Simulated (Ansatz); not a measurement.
`[NH2][Al]([Cl])[Cl]` + H₂ → `[Cl][AlH][Cl]` + NH₃ at 700 K and 1 bar (hydrogenolysis of the Al–N bond).

Computed with Ansatz on PBE0-D4/def2-TZVP structures; ΔE is electronic, products minus reactants. CCSD(T)/CBS adds triple-zeta CCSD(T) − MP2 to the extrapolated MP2 energy (def2 sets, frozen cores). This one scheme is used for every species. Each species was taken in one conformer, which may not be the lowest.

| species | CCSD(T)/CBS energy (Eh) | H − E (kJ/mol) | S (J/(mol·K)) |
| --- | --- | --- | --- |
| `[NH2][Al]([Cl])[Cl]` | -1217.66844 | 134.0 | 405.6 |
| H₂ | -1.17544 | 46.8 | 155.3 |
| `[Cl][AlH][Cl]` | -1162.30651 | 67.3 | 346.6 |
| NH₃ | -56.50880 | 116.9 | 226.5 |

H − E and S are ideal-gas, rigid-rotor, harmonic terms from PBE0-D4/def2-TZVP, for one conformer and one mirror image of each species. The MP2-based limit puts H₂ 0.8 mEh under its directly extrapolated value; such offsets cancel only in part. 1 Eh = 2625.50 kJ/mol, R = 8.31446 J/(mol·K).

**Question.** By hand: ΔE, ΔH, ΔS and ΔG.

**Answer.** ΔE = (-1162.30651) + (-56.50880) − (-1217.66844) − (-1.17544) = 0.02857 Eh = 75.0 kJ/mol. Δ(H − E) = 67.3 + 116.9 − 134.0 − 46.8 = 3.4, so ΔH = 78.4 kJ/mol. ΔS = 346.6 + 226.5 − 405.6 − 155.3 = 12.2 J/(mol·K). ΔG = 78.4 − 700 × (12.2)/1000 = 69.9 kJ/mol.

**Question.** By hand: the equilibrium constant, and the temperature at which ΔG would vanish if ΔH and ΔS stayed fixed.

**Answer.** log₁₀ K = −ΔG/(RT ln 10) = -5.2. ΔG = 0 at ΔH/ΔS = 6426 K, far beyond where these terms or the molecules hold.

The number of gas molecules stays the same, so ΔS is small and ΔH decides. A doubt of 5 kJ/mol in ΔE shifts log₁₀ K by 0.4 here. Other conformers and mirror images would add mixing entropy, several J/(mol·K) or more a flexible species. These are equilibria of isolated gas molecules and say nothing of rates. Largest T1 diagnostic: 0.009 (customary marks: 0.02 for closed shells, 0.045 for open ones).
